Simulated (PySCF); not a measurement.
## GaCl2: fields on a plane

All numbers come from UwB97X/[Ga def2-TZVP, Cl def2-TZVP], no relativity, density fitting, PySCF.

The doublet minimum has Ga–Cl 2.155 Å (×2); Cl–Ga–Cl 119.2°.

The plane holds Ga1 at (0.00, 0.00), Cl2 at (2.16, 0.00), Cl3 at (-1.05, 1.88) Å. Columns run from x = -3.15 to 4.35 Å, rows from y = 4.05 (top) to -1.95 Å, in steps of 0.3 Å. Other isomers or separated fragments may lie lower.

Give the lowest empty orbital (Å^-3/2) at -2.71 eV (cut at ±0.3; overall sign arbitrary). Lower edges of the bins (Å^-3/2): '_' -0.300, '.' -0.240, ':' -0.180, '-' -0.120, '=' -0.060, '+' 0.000, '*' 0.060, '#' 0.120, '%' 0.180, '@' 0.240; top 0.30, each point printed twice.


```
++++++++++++++++++++++++++++++======================
++++++++++++++++++++++++++++++======================
++++++++++********++++++++++++++====================
++++++++******##****++++++++++++==========++++++++++
++++++++**####%%##****++++++++++======++++++++++++++
++++++++**##@@@@%%##**++++++++++++++++++++++++++++++
++++++++**##%%%%##**++++++++++++++++++++++++++++++++
++++++++++++++__==--========++++++++++++++++++++++++
++++====--::::@@....--==========++++++++++++++++++++
++======--..______..--============++++++**++++++++++
++======--::......::--============++++********++++++
++++========--====++++++++====----==**######**++++++
++++++++++++++****##**++++==--::..--**@@%%##****++++
++++++++++**##%%%%####==**++--..__**__@@@@##****++++
++++++++**##%%@@@@**__==##**--..__##++##%%##****++++
++++++****##%%@@@@@@++**%%##==::____::++******++++++
++++++****##%%@@@@@@@@@@@@##++--::..::==++++++++++++
++++++****##%%@@@@@@@@@@%%##++==------==++++++++++++
++++++******##%%@@@@@@%%%%##**++========++++++++++++
++++++++****####%%%%%%####**++++========++++++++++++
++++++++++******########****++++++++====++++++++++++
```

Give the electrostatic potential (V) (cut at 20 V). Lower edges of the bins (V): '_' -0.45, '.' -0.33, ':' -0.14, '-' 0.16, '=' 0.64, '+' 1.41, '*' 2.61, '#' 4.53, '%' 7.57, '@' 12.38; top 20.0, each point printed twice.


```
....................______..........................
..........::::......________........................
......::::------::..__________......................
......::--==++++++--::__________....................
....::--++**##%%##**==::________....................
....::==**@@@@@@@@%%**--..........________..........
....::++%%@@@@@@@@@@%%++--::......____________......
__..::++%%@@@@@@@@@@%%**==----::..____________......
____::++%%@@@@@@@@@@%%**++====--::....__________....
..__::==##@@@@@@@@@@%%##****++========--::..........
......--++##@@@@@@@@%%%%%%##**++**####**++--::......
....::--==++##%%@@@@@@@@@@%%####%%@@@@@@##++--::....
::::::--==++**%%@@@@@@@@@@@@%%@@@@@@@@@@@@##==--::..
::::----==++**%%@@@@@@@@@@@@@@@@@@@@@@@@@@%%++--::..
::------==++##%%@@@@@@@@@@@@@@@@@@@@@@@@@@%%++--::..
------====++**%%@@@@@@@@@@@@%%@@@@@@@@@@@@##==--::..
------====++**##%%@@@@@@@@%%####%%@@@@@@##++--::....
------======++**##%%%%%%%%##******####**++--::......
--------======++****####****++========--::..........
----------======++++++++++++==----::....______......
----------==================----::....______........
```
